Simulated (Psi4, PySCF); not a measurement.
propyne (C3H4), singlet, geometry from GFN2-xTB, atoms displaced at random by about 0.03 Å a coordinate. Base run: PySCF with TPSS/STO-3G, gradient.

Input for PySCF:
```python
from pyscf import gto, scf, dft

mol = gto.M(
    atom='''
C    -0.03497032   -0.01969539    0.19630045
C    -0.00793689   -0.02443523    1.38774799
C     0.00968859    0.03347379   -1.22784769
H    -0.05547695   -0.03292513    2.47650136
H     0.00629860    1.06489575   -1.62675152
H     0.92069284   -0.44982475   -1.63696710
H    -0.83005518   -0.52393649   -1.58251036
''',
    basis='sto-3g',
    verbose=3,
)

mf = dft.RKS(mol)
mf.xc = 'tpss'
mf.kernel()
g = mf.nuc_grad_method()
grad = g.kernel()
```

Programs used: Psi4, PySCF; a row that names a program was run with it.

The coordinate followed is y of atom 4.

Each row names what was changed in the base input (with any setting that the change needs).

```json
[
 {"change": "base", "dE/dx (Eh/bohr)": "0.000563", "net force (Eh/bohr)": "0.000009"},
 {"change": "grids.level = 5; grid_response = on", "dE/dx (Eh/bohr)": "0.000563", "net force (Eh/bohr)": "0.000000"},
 {"change": "grid_response = on", "dE/dx (Eh/bohr)": "0.000563", "net force (Eh/bohr)": "0.000000"},
 {"change": "finite difference step (bohr) = 0.01; conv_tol = 1e-11", "dE/dx (Eh/bohr)": "0.000563", "net force (Eh/bohr)": "-"},
 {"change": "finite difference step (bohr) = 0.2; conv_tol = 1e-11", "dE/dx (Eh/bohr)": "0.000532", "net force (Eh/bohr)": "-"},
 {"change": "grids.level = 5; grid_response = off", "dE/dx (Eh/bohr)": "0.000563", "net force (Eh/bohr)": "0.000005"},
 {"change": "grids.level = 1; grid_response = on", "dE/dx (Eh/bohr)": "0.000559", "net force (Eh/bohr)": "0.000000"},
 {"change": "density fitting = on", "dE/dx (Eh/bohr)": "0.000563", "net force (Eh/bohr)": "0.000009"},
 {"change": "finite difference step (bohr) = 0.05; conv_tol = 1e-11", "dE/dx (Eh/bohr)": "0.000561", "net force (Eh/bohr)": "-"},
 {"change": "grids.level = 0; grid_response = off", "dE/dx (Eh/bohr)": "0.000619", "net force (Eh/bohr)": "0.004547"},
 {"change": "grids.level = 0; grid_response = on", "dE/dx (Eh/bohr)": "0.000639", "net force (Eh/bohr)": "0.000000"},
 {"change": "code = psi4", "dE/dx (Eh/bohr)": "0.000563", "net force (Eh/bohr)": "0.000003"}
]
```

The net force is zero for an exact gradient.
